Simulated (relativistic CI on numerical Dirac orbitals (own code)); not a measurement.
Calculated at this level of theory: Dirac-Coulomb-Breit CI, orbitals from a KLI potential per configuration, a model potential for QED, unscaled Slater integrals (own radial code, finite nucleus).

The strongest absorption lines from the ground level of an ion, among the configurations computed and to levels below about 1290 eV (vacuum wavelength in nm, gf): 0.99132 (0.11), 3.5298 (1.7), 3.6025 (0.51), 3.9721 (0.67), 4.4612 (0.095), 4.7413 (0.29), 4.9096 (1), 5.0530 (0.39).

Q: Which ion is it?
A. Sm XLIV
B. I XXXV
C. Pr XLI
D. Tb XLVII

A: C. Pr XLI has 19 electrons and the ground level 3s²3p⁶3d ²D3/2; the strongest line goes to 3s²3p⁵3d² ²D°3/2. The pattern of lines fixes the number of electrons, and along that sequence the line energies rise steadily with the charge (about as its square where n changes within one kind of shell, about linearly where n is kept but much faster in heavy ions where fine structure, which grows about as Z⁴, sets the gap, and irregularly where shells cross), which fixes Z. Configurations outside the model, such as inner-shell arrays, can give stronger lines. At this charge energies of transitions that change n are usually good to better than 1 %, and those within a shell (Δn = 0) to a few per cent.

LS names give the leading component of a level, which can be under half, so a name can repeat, a term be missing and a line seem to break the LS rules.
